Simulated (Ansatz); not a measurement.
`[AlH2][AlH][SeH]`, relaxed with RKS PBE-D4/def2-SVP in Ansatz from a rough embedded geometry. The force threshold is 0.03 eV/Å; the program also tests the step.

Charge 0, multiplicity 1.

Start:

```xyz
7

Al   -0.270    0.754   -1.460
Al    0.722   -0.095    0.594
Se   -0.143   -2.116    1.514
H    -1.401   -0.027   -2.189
H     0.306    2.141   -2.148
H     1.931    0.691    1.315
H    -1.144   -1.347    2.374
```

```tsv
step	energy (eV)	largest force (eV/Å)	largest move (Å)
1	-78578.5917	1.212	0.000
2	-78578.7735	0.176	0.195
3	-78578.7795	0.033	0.029
4	-78578.7805	0.021	0.017
5	-78578.7964	0.415	0.198
6	-78578.8161	1.219	0.195
7	-78578.9137	1.060	0.192
8	-78579.0251	0.610	0.196
9	-78579.0894	0.511	0.200
10	-78579.1688	0.357	0.200
11	-78579.1761	0.240	0.122
12	-78579.1950	0.324	0.124
13	-78579.2044	0.017	0.059
```

End:

```xyz
7

Al   -0.236    0.814   -1.696
Al    0.476    0.057    0.681
Se   -0.750   -1.786    1.454
H    -1.379   -0.001   -2.480
H     0.393    2.097   -2.436
H     1.568    0.646    1.700
H    -0.071   -1.826    2.776
```

Run time 17 s (4 threads of a server CPU on a shared host); peak host memory 0.15 GiB.
